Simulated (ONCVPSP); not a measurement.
Varying the ONCV potential for Pt (Z = 78)

Base potential:

- Element: platinum
- Generator: ONCVPSP 4.0.1
- Type: optimised norm-conserving Vanderbilt (ONCV)
- Functional: LDA (Perdew-Zunger)
- Relativity: scalar-relativistic
- Frozen core: [Kr] 4d10
- Valence charge: 32
- Reference configuration: 4f14 5s2 5p6 5d9 6s0.5 6p0.5
- Partial waves: 5s+6s: rc 1.60 bohr, ncon 5, nbas 9, qcut 7.5 1/bohr, 2 projectors; 5p+6p: rc 1.75 bohr, ncon 4, nbas 8, qcut 6.9 1/bohr, 2 projectors; 5d: rc 1.45 bohr, ncon 5, nbas 9, qcut 5.7 1/bohr, 2 projectors, debl 1.5 Ha; 4f: rc 0.50 bohr, ncon 4, nbas 8, qcut 19.7 1/bohr, 1 projector
- Local potential: polynomial inside 0.35 bohr (lpopt 5, dvloc0 2 Ha)
- Core correction: Teter function, parameters optimised by the program

All-electron outer shells of the reference configuration (LDA (Perdew-Zunger), scalar-relativistic, ld1.x):

```json
{"shell": "4p", "level (eV)": "-520.33", "outermost node (bohr)": "0.22", "outermost maximum (bohr)": "0.41"}
{"shell": "4d", "level (eV)": "-307.84", "outermost node (bohr)": "0.20", "outermost maximum (bohr)": "0.42"}
{"shell": "5s", "level (eV)": "-103.26", "outermost node (bohr)": "0.49", "outermost maximum (bohr)": "0.87"}
{"shell": "4f", "level (eV)": "-71.56", "outermost node (bohr)": "–", "outermost maximum (bohr)": "0.38"}
{"shell": "5p", "level (eV)": "-57.36", "outermost node (bohr)": "0.53", "outermost maximum (bohr)": "0.98"}
{"shell": "5d", "level (eV)": "-7.40", "outermost node (bohr)": "0.57", "outermost maximum (bohr)": "1.26"}
{"shell": "6s", "level (eV)": "-6.76", "outermost node (bohr)": "1.14", "outermost maximum (bohr)": "2.35"}
{"shell": "6p", "level (eV)": "-1.57", "outermost node (bohr)": "1.36", "outermost maximum (bohr)": "3.47"}
```

Cutoffs, loose and tight: the cutoffs (Ha) at which the residual kinetic energy of the hardest occupied pseudo-wave falls to 1 and 0.1 mHa per electron. They do not see the model core or the augmentation charge, which bear on the density cutoff. Test errors are all-electron minus pseudo excitation energies from the reference, over the configurations 4f14 5s2 5p6 5d9 6s1 6p0; 4f14 5s2 5p6 5d9 6s0 6p0; 4f14 5s2 5p6 5d8 6s0 6p0; 4f13 5s2 5p6 5d9 6s1 6p0. A dash means not determined; rows that change the core or the reference have their own tests. The largest error is taken over the tests solved by every variant that gives reliable tests at all: 4f13 5s2 5p6 5d9 6s1 6p0; 4f14 5s2 5p6 5d9 6s0 6p0; 4f14 5s2 5p6 5d9 6s1 6p0.

A true bound ghost makes a file unfit for plane-wave use even where its test errors are small: the radial tests pick states by their node count and pass the ghost by.

| change | outcome | cutoff, loose | cutoff, tight | bound ghosts | GHOST(+) flags above zero | largest test error (meV) |
| --- | --- | --- | --- | --- | --- | --- |
| base | generated | 1317 Ha | 1810 Ha | s, p, d | p | -400 |
| local potential polynomial inside 0.35 bohr (lpopt 5, dvloc0 -2 Ha) | generated | 1317 Ha | 1810 Ha | s, p, d | p | -389 |
| local potential polynomial inside 0.35 bohr (lpopt 5, dvloc0 0 Ha) | generated | 1317 Ha | 1810 Ha | s, p, d | p | -395 |
| local potential polynomial inside 0.35 bohr (lpopt 5, dvloc0 5 Ha) | generated | 1317 Ha | 1810 Ha | s, p, d | p | -411 |
| local potential polynomial inside 0.35 bohr (lpopt 5, dvloc0 6.5 Ha) | generated | 1317 Ha | 1810 Ha | s, p, d | p | -414 |
| local potential polynomial inside 0.35 bohr (lpopt 5, dvloc0 9 Ha) | generated | 1317 Ha | 1810 Ha | s, p, d | none | -422 |

Reading the sweep of the dvloc0 (base included, trends over the rows without a ghost): Bound ghosts are found at -2, 0, 2, 5, 6.5, 9 Ha. Every judged row has one, so this setting neither creates nor removes them.
